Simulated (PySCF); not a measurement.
Run record: excited-state job, Al2F2H4.

Method: TDDFT PBE0/def2-SVPD, vertical, gas phase, core orbitals frozen in the response (PySCF 2.14.0, density-fitted response routines). Geometry: PBE0-D3(BJ)/def2-SVP. The input is one job of a driver script: a line of settings, then coordinates in Å.

Input:
```
{"job": {"kind": "uv", "xc": "PBE0", "basis": "def2-SVPD", "ip": true, "nstates": 15}, "charge": 0, "multiplicity": 1}
Al    -0.754182     1.200720    -0.045042
H     -2.267914     1.077081     0.375928
H      0.030927     2.485339    -0.511323
F     -0.293041    -0.225610    -1.122720
Al     0.754623    -1.201305     0.044967
H      2.267982    -1.076010    -0.376656
H     -0.031314    -2.485210     0.511689
F      0.292909     0.224985     1.123147
```

Output:
```
coarse grid: 7904 points
cycle   1  E = -686.2595887700  dE = -9.966e-02  |g| = 5.810e-01  |ddm| = 2.906e+00
cycle   2  E = -686.2110731948  dE =  4.852e-02  |g| = 8.198e-01  |ddm| = 9.538e-01
cycle   3  E = -686.3169906643  dE = -1.059e-01  |g| = 3.625e-02  |ddm| = 5.156e-01
cycle   4  E = -686.3173305467  dE = -3.399e-04  |g| = 6.916e-03  |ddm| = 8.342e-02
cycle   5  E = -686.3173439081  dE = -1.336e-05  |g| = 7.814e-04  |ddm| = 1.322e-02
cycle   6  E = -686.3173440680  dE = -1.600e-07  |g| = 1.151e-04  |ddm| = 1.188e-03
final grid: 68480 points
cycle   7  E = -686.4048927735  dE = -1.067e-05  |g| = 1.087e-03  |ddm| = 2.258e-02
cycle   8  E = -686.4048929309  dE = -1.574e-07  |g| = 4.180e-04  |ddm| = 1.850e-03
cycle   9  E = -686.4048929562  dE = -2.534e-08  |g| = 1.307e-04  |ddm| = 5.068e-04
cycle  10  E = -686.4048929585  dE = -2.248e-09  |g| = 5.981e-05  |ddm| = 1.222e-04
cycle  11  E = -686.4048929590  dE = -5.763e-10  |g| = 5.999e-06  |ddm| = 4.548e-05
converged SCF energy = -686.4048929590

Static polarisability (au): isotropic 52.928, principal 46.161 55.697 56.928

Singlet excitations
state   eV       nm        f      main configurations
  1   6.5871    188.2   0.00000   H->L 0.92
  2   6.7131    184.7   0.00000   H-1->L 0.87, H->L+2 0.13
  3   7.5300    164.7   0.06770   H->L+1 0.96
  4   7.5982    163.2   0.00002   H-1->L+1 0.94
  5   7.7139    160.7   0.00001   H->L+2 0.87, H-1->L 0.13
  6   7.8482    158.0   0.00000   H-1->L+2 0.92
  7   8.3002    149.4   0.16194   H->L+3 0.69, H-1->L+4 0.22
  8   8.3292    148.9   0.00025   H->L+4 0.51, H-1->L+3 0.39
  9   8.3767    148.0   0.00000   H-2->L 0.98
 10   8.7295    142.0   0.00043   H-1->L+3 0.52, H->L+4 0.41
 11   8.7440    141.8   0.01181   H-1->L+4 0.51, H->L+3 0.27, H->L+5 0.17
 12   8.9434    138.6   0.17777   H->L+5 0.69, H-1->L+4 0.23
 13   9.0010    137.7   0.00026   H-1->L+5 0.88
 14   9.1546    135.4   0.25126   H-3->L 0.81, H-2->L+2 0.09
 15   9.1722    135.2   0.00006   H->L+6 0.87

Triplet excitations (Tamm-Dancoff, eV): 6.0910 6.1683 6.9310 7.0068
Vertical ionisation energy (delta-SCF) = 10.6020 eV
```

The SCF starts on a coarse grid where the log names one; the energy can jump when the final grid takes over, and dE then counts from the start density on the new grid. H and L stand for HOMO and LUMO; the number after each pair is its weight.

Question: Give the mean polarisability as a volume in Å³, and the ratio of the largest to the smallest principal value.

Answer: 52.928 au × 0.148185 = 7.84 Å³; 56.928/46.161 = 1.23.

Question: Which computed singlet has the largest oscillator strength, and what do all of them sum to?

Answer: State 14 at 9.15 eV (135 nm), f = 0.251; the 15 states sum to 0.672.

In short: HOMO -8.62 eV, LUMO -0.73 eV; lowest singlet 6.59 eV; lowest triplet 6.09 eV (Tamm–Dancoff); mean polarisability 52.9 au.

Question: How long does this job take on Arm Neoverse V1, one thread, on a shared host?

Answer: About 21 s.

One conformer stands for the species.
Labels such as C1 count atoms from 1, the log's own numbers from 0.
